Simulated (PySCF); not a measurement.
Job file and geometry (Å, from GFN2-xTB) of an NMR shielding run on SMILES BOC[C@@H](F)OC(C)(F)F, C4H8BF3O2, PySCF, GIAO PBE0/pcSseg-1 NMR shielding, non-relativistic, gas phase; density fitting, a coarse starting grid and PySCF grid level 2 are the driver's defaults:

```
$ OMP_NUM_THREADS=1 python probes_run.py task.json out

{"job": {"kind": "nmr", "xc": "PBE0", "basis": "pcSseg-1"}, "charge": 0, "multiplicity": 1}
B      2.081868    -0.853912    -1.489669
O      2.146552    -0.970612    -0.168984
C      1.905588     0.077609     0.726721
C      0.443512     0.023918     1.179550
F      0.285344     0.815089     2.286943
O     -0.362710     0.526447     0.154399
C     -1.602548    -0.007381     0.005630
C     -2.376456     0.723298    -1.067265
F     -1.499249    -1.340595    -0.298105
F     -2.284490    -0.007411     1.183667
H      2.261384    -1.846682    -2.080776
H      1.876513     0.176678    -2.024678
H      2.546046    -0.052483     1.605060
H      2.083745     1.057472     0.269299
H      0.151410    -0.995696     1.467710
H     -1.818698     0.670462    -1.997094
H     -3.347822     0.251069    -1.185028
H     -2.498748     1.759044    -0.765274
```

Task: What does the program print?

Result: 
```
coarse grid: 15824 points
cycle   1  E = -631.0773290728  dE =  1.467e+00  |g| = 1.104e+00  |ddm| = 3.546e+00
cycle   2  E = -630.8782366812  dE =  1.991e-01  |g| = 1.588e+00  |ddm| = 1.499e+00
cycle   3  E = -631.2813543248  dE = -4.031e-01  |g| = 1.126e-01  |ddm| = 9.527e-01
cycle   4  E = -631.2830095287  dE = -1.655e-03  |g| = 6.553e-02  |ddm| = 1.045e-01
cycle   5  E = -631.2837424994  dE = -7.330e-04  |g| = 1.216e-02  |ddm| = 4.556e-02
cycle   6  E = -631.2837673692  dE = -2.487e-05  |g| = 3.470e-03  |ddm| = 1.000e-02
cycle   7  E = -631.2837698895  dE = -2.520e-06  |g| = 4.261e-04  |ddm| = 2.571e-03
final grid: 156248 points
cycle   8  E = -631.3848952158  dE = -6.952e-05  |g| = 1.318e-02  |ddm| = 2.936e-02
cycle   9  E = -631.3848688296  dE =  2.639e-05  |g| = 1.845e-02  |ddm| = 1.679e-02
cycle  10  E = -631.3849264889  dE = -5.766e-05  |g| = 1.416e-03  |ddm| = 9.969e-03
cycle  11  E = -631.3849268920  dE = -4.031e-07  |g| = 4.560e-04  |ddm| = 1.464e-03
cycle  12  E = -631.3849269248  dE = -3.278e-08  |g| = 1.447e-04  |ddm| = 3.545e-04
cycle  13  E = -631.3849269282  dE = -3.350e-09  |g| = 2.930e-05  |ddm| = 9.339e-05
cycle  14  E = -631.3849269283  dE = -1.548e-10  |g| = 8.994e-06  |ddm| = 2.559e-05
converged SCF energy = -631.3849269283

GIAO shielding tensors (ppm)
atom      isotropic    diamagn.    paramagn.     s11        s22        s33       span
  0 B       53.366     196.702    -143.336     15.786     43.733    100.578     84.791
  1 O      128.924     394.442    -265.518    -77.697     99.697    364.770    442.466
  2 C      109.458     247.555    -138.097     88.179     91.356    148.839     60.660
  3 C       78.375     242.931    -164.556     54.189     72.392    108.546     54.357
  4 F      328.502     472.091    -143.589    235.771    343.748    405.987    170.216
  5 O      166.516     405.015    -238.499    113.764    185.919    199.865     86.101
  6 C       55.326     239.639    -184.313     47.200     57.836     60.943     13.743
  7 C      161.493     248.768     -87.274    146.718    148.581    189.181     42.464
  8 F      255.774     478.174    -222.400    143.816    272.708    350.797    206.981
  9 F      258.152     474.581    -216.429    163.038    269.031    342.386    179.348
 10 H       26.801      30.673      -3.871     25.890     26.239     28.275      2.386
 11 H       26.571      32.226      -5.655     24.162     25.981     29.571      5.409
 12 H       26.979      27.782      -0.803     23.166     27.370     30.400      7.233
 13 H       27.487      30.697      -3.209     24.553     27.434     30.474      5.920
 14 H       25.475      30.851      -5.376     23.524     25.428     27.473      3.949
 15 H       29.920      30.317      -0.396     25.800     28.608     35.353      9.553
 16 H       29.852      26.801       3.051     26.018     27.556     35.984      9.966
 17 H       29.878      28.714       1.165     26.137     28.013     35.485      9.348
```

Size and cost of the density-fitted run: 210 basis functions, 43 s wall time on 1 thread of an Arm Neoverse V1, shared host; peak memory 0.94 GiB.
